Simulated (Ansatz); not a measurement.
```yaml
crystal:
  periodic: [false, false, false]
  atoms:
    - {symbol: Cu, position_ang: [-0.715388, 1.024957, -0.366564]}
    - {symbol: Cu, position_ang: [0.879767, -1.412569, 0.598684]}
    - {symbol: F, position_ang: [-0.100235, 0.205771, 1.299566]}
    - {symbol: F, position_ang: [0.308449, -0.272736, -1.138631]}
basis:
  gaussian: {orbitals: def2-SVP, nuclear_model: gaussian}
hamiltonian: {xc: {name: B3LYP}}
accuracy: high
```

```sh
$ ansatz run in.yaml --threads 4 --pin off --events-out ev --progress --plain --max-ram 3916MiB
```

Shortened log:

```
Functional definition: B3LYP
1963 factors; integrals over basis functions are off by at most 3.9e-9 eV
mean field evaluation 1: about -94691.6503 eV, gradient 7.8e1 eV
mean field evaluation 2: about -94506.3067 eV, gradient 3.2e2 eV
mean field evaluation 4: about -94698.0795 eV, gradient 4.3e1 eV
mean field evaluation 8: about -94700.7761 eV, gradient 1.2e0 eV
mean field evaluation 16: about -94700.9129 eV, gradient 2.2e-3 eV
mean field -94700.91285318 eV, -3480.1943567701 hartree, gradient 7.9e-8 eV, S^2 0.000000; 0 other end points of the search recorded, 0 dependent functions left out
reference -94700.91288649 eV, -3480.1943579943 hartree; 38, 38 occupied and 52, 52 virtual orbitals, 1963 factors
Total energy: -94700.91288649 eV, -3480.1943579943 hartree
```

It took 3.4 s on 4 threads of Arm Neoverse V2 on a shared host.

B3LYP takes the VWN-RPA correlation.
